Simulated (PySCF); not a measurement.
Sn(H)3(SH), SMILES [SH][SnH3] (H4SSn) at its CAM-B3LYP/def2-SVP optimised geometry (Å):

```
6

Sn    -0.9774    -0.8041     0.0000
S      1.4496    -0.8041     0.0000
H     -1.5548     0.8041     0.0000
H     -1.4083    -1.6118     1.4375
H     -1.5561    -1.6403    -1.3732
H      1.5548    -0.1367    -1.1682
```

Method: CAM-B3LYP/def2-TZVP, def2 effective core potentials past Kr in PySCF. The core electrons that the potentials of Sn replace are not part of the density. Cells within 0.4 Å of a nucleus heavier than hydrogen are left out (blank, or x).

Map of the electron localisation function on the plane z = 0.0 Å:

```
|0000000000000000000000000000000|
|0000000000000000000000000000000|
|0000000000000000000000000000000|
|0000000000000000000000000000000|
|0000000000000000000000000000000|
|0000000000000000000000000000000|
|0000001356642000000000000000000|
|0000027999997200000000000000000|
|0000289999999510000000000000000|
|0001799999999710000000000000000|
|0003899999999820000111110000000|
|0005999999999820001233221100000|
|0005999999999720013444433110000|
|0003799999997521135666654310000|
|0001478998643222356777775421000|
|0000246652122212567778876532000|
|0000023322576422677411577642100|
|00000122257xx7326860xx067753100|
|0000012226xxx841684xxx158763100|
|00000122257xx7326860xx078764200|
|0000012222577522688512798864200|
|0000011221233212578899998864100|
|0000001222222222367899998763100|
|0000001122222211246888888642000|
|0000000111221100125778876531000|
|0000000001110000013566654310000|
|0000000000000000001234432100000|
|0000000000000000000111110000000|
|0000000000000000000000000000000|
|0000000000000000000000000000000|
|0000000000000000000000000000000|
```
Scale: ten equal steps from 0.000 (start of '0') to 1.000 (end of '9'), in the order '0123456789'; x runs from -4.00 to 4.00, y from -4.00 (bottom) to 4.00 (top).
